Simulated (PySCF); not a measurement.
Cartesian coordinates (Å):
SMILES: Bc1cc2ncccc2cc1[SiH3]
```xyz
22

B     -2.4910     1.9249    -0.3972
C     -1.2610     1.0145    -0.1859
C      0.0106     1.6031    -0.1216
C      1.1957     0.8384     0.0673
N      2.3982     1.4869     0.1182
C      3.4857     0.7534     0.2933
C      3.4793    -0.6655     0.4316
C      2.2686    -1.3373     0.3826
C      1.0715    -0.5910     0.1958
C     -0.2236    -1.1889     0.1313
C     -1.3725    -0.4271    -0.0537
Si    -3.0495    -1.3118    -0.1271
H     -2.3478     3.1284    -0.5028
H     -3.6137     1.4569    -0.4620
H      0.1304     2.6931    -0.2176
H      4.4480     1.2965     0.3316
H      4.4271    -1.2058     0.5745
H      2.2164    -2.4328     0.4850
H     -0.2882    -2.2851     0.2337
H     -3.7348    -1.1088    -1.4501
H     -2.7764    -2.7823     0.0510
H     -3.9729    -0.8598     0.9700
```
Charge 0, spin multiplicity 1.

Q: What is the computed dipole moment, LUMO and total energy (PBE-D3(BJ)/def2-TZVP // PBE-D3(BJ)/def2-SVP run with PySCF)?

A: 
```yaml
dipole_moment: 0.685 e·Å
LUMO: -3.39 eV
total_energy: -717.5246 Ha
```
